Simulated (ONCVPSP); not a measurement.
Plane-wave convergence, ONCV potential for arsenic (As)

- Element: arsenic
- Generator: ONCVPSP 4.0.1
- Type: optimised norm-conserving Vanderbilt (ONCV)
- Functional: PBE
- Relativity: scalar-relativistic
- Frozen core: [Ar] 3d10
- Valence charge: 5
- Reference configuration: 4s1.75 4p3.25
- Partial waves: 4s: rc 1.60 bohr, ncon 3, nbas 6, qcut 4.5 1/bohr, 2 projectors, debl 1.6 Ha; 4p: rc 1.45 bohr, ncon 4, nbas 8, qcut 6 1/bohr, 2 projectors, debl 2.8 Ha; d scattering state at 0.04 Ha: rc 1.45 bohr, ncon 4, nbas 7, qcut 6.7 1/bohr, 2 projectors, debl 1.3 Ha
- Local potential: polynomial inside 1.05 bohr (lpopt 4, dvloc0 0 Ha)
- Core correction: none

Q: For each optimised wave give the share of its norm inside rc, the residual kinetic energy above qcut (Ha) and the cutoffs (Ha) for errors of 10, 1, 0.1 and 0.01 mHa per electron.

A:

| wave | norm inside rc | residual KE | 10 mHa | 1 mHa | 0.1 mHa | 0.01 mHa |
| --- | --- | --- | --- | --- | --- | --- |
| 4s | 0.355 | 6.1e-04 | 6.7 | 9.5 | 28.5 | 50.1 |
| s projector 2 | 0.181 | 1.1e-03 | 7.7 | 10.3 | 33.0 | 74.1 |
| 4p | 0.122 | 3.6e-04 | 2.5 | 8.4 | 76.3 | 99.7 |
| p projector 2 | 0.098 | 2.3e-02 | 33.6 | 117.8 | 135.2 | 188.8 |
| d projector 1 | 0.001 | 3.0e-04 | 0.4 | 16.6 | 42.6 | 79.1 |
| d projector 2 | 0.084 | 1.8e-02 | 44.6 | 106.0 | 128.4 | 190.4 |

The occupied waves need 9.5 Ha and 76 Ha for 1 and 0.1 mHa. Rows with under 1 % of the norm inside rc give no meaningful cutoff. Note: ghosts flagged at negative energy: d at -37.5 eV; GHOST(+) flagged for s at 84.4 eV. A true bound ghost makes a file unfit for plane-wave use.
